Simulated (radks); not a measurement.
The numbers below are computed, except where a source is named.
The rhodium ion Rh3+, 42 electrons, occupied as [Kr] 4d6. Code: a radial shooting solver on a logarithmic mesh with Libxc functionals. Model: scalar-relativistic Kohn-Sham, SCAN, spin-polarised, spherical densities, finite nucleus; open shells are filled with parallel spins first (spin-orbit coupling, left out, can overturn this in heavy ions); meta-GGA in the generalised Kohn-Sham scheme; Fermi nuclear charge, rms radius 4.4945 fm.

Unscreened Slater integrals over Kohn-Sham orbitals (eV). They are taken over the spin-up orbitals.

\begin{tabular}{lr}
integral & value \\ \hline
F0(4d,4d) & 18.169 \\
F2(4d,4d) & 9.1941 \\
F4(4d,4d) & 6.0475 \\
F0(4d,4p) & 20.141 \\
F2(4d,4p) & 10.060 \\
G1(4d,4p) & 12.657 \\
G3(4d,4p) & 7.7683 \\
F0(4d,4s) & 20.773 \\
G2(4d,4s) & 9.3236 \\
F0(4p,4p) & 22.936 \\
F2(4p,4p) & 12.106 \\
F0(4p,4s) & 23.896 \\
G1(4p,4s) & 16.284 \\
F0(4s,4s) & 25.005 \\
\end{tabular}

Derived for the open shells (J is the average intra-shell exchange parameter used in DFT+U). 4d: Racah B = F2/49 - 5 F4/441 = 0.1191 eV, C = 35 F4/441 = 0.4800 eV, C/B = 4.03, F4/F2 = 0.658, J = (F2 + F4)/14 = 1.089 eV.
